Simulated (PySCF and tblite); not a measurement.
Results of a calculation; reference values are marked as such.
# Conformer ensemble of C₈H₆S₂, numbered as in [SH:1][c:2]1[cH:3][cH:4][c:5]2[s:6][cH:7][cH:8][c:9]2[cH:10]1

Free energies: B3LYP-D3(BJ)/def2-SVP on GFN2-xTB structures plus GFN2-xTB thermal terms, symmetry and mirror images included. Conformers within 2.5 kcal/mol (GFN2-xTB free energy) were kept, 4 at most. GIAO shieldings: WP04/6-31G*. Run with PySCF (density fitting) and tblite.

Torsions listed: H1–S1–C2–C3.

| conformer | shape | symmetry | E(GFN2) kcal/mol | E(DFT) kcal/mol | G(298.15 K) kcal/mol | weight % | dipole D |
| --- | --- | --- | --- | --- | --- | --- | --- |
| 1 | -179° | Cs | 0.00 | 0.00 | 0.00 | 50.2 | 1.34 |
| 2 | 1° | Cs | 0.04 | 0.05 | 0.01 | 49.8 | 0.63 |

Weights (%) against temperature:

| T (K) | 1 | 2 | S(mix) cal/mol/K |
| --- | --- | --- | --- |
| 250 | 50.6 | 49.4 | 1.38 |
| 298.15 | 50.2 | 49.8 | 1.38 |
| 350 | 50.0 | 50.0 | 1.38 |

Coordinates of conformer 1 (Å):

```xyz
16

S    -3.277    1.109    0.593
C    -1.733    0.329    0.221
C    -1.776   -0.986   -0.259
C    -0.616   -1.656   -0.571
C     0.596   -1.001   -0.401
S     2.187   -1.627   -0.723
C     2.899   -0.133   -0.216
C     1.998    0.791    0.176
C     0.654    0.321    0.081
C    -0.531    0.986    0.393
H    -2.760    2.275    0.975
H    -2.734   -1.466   -0.380
H    -0.644   -2.669   -0.941
H     3.968   -0.042   -0.244
H     2.258    1.776    0.521
H    -0.495    2.001    0.763
```

Coordinates of conformer 2 (Å):

```xyz
16

S     3.130   -1.508    0.016
C     1.650   -0.536    0.049
C     1.700    0.843    0.275
C     0.543    1.590    0.299
C    -0.669    0.947    0.095
S    -2.253    1.667    0.080
C    -2.973    0.122   -0.229
C    -2.079   -0.884   -0.318
C    -0.735   -0.441   -0.135
C     0.445   -1.181   -0.156
H     3.967   -0.503    0.268
H     2.653    1.327    0.432
H     0.577    2.654    0.473
H    -4.040    0.068   -0.327
H    -2.343   -1.909   -0.505
H     0.418   -2.246   -0.330
```

The minima are those of GFN2-xTB; planar forms about aryl–S or allylic bonds may be saddles in DFT. Other tautomers (keto or thione forms) aren't considered and may dominate.

Search and properties took 77 s on 1 thread of Arm Neoverse V1, shared host (rough), launched as `OMP_NUM_THREADS=1 python ens_run.py task.json out`.
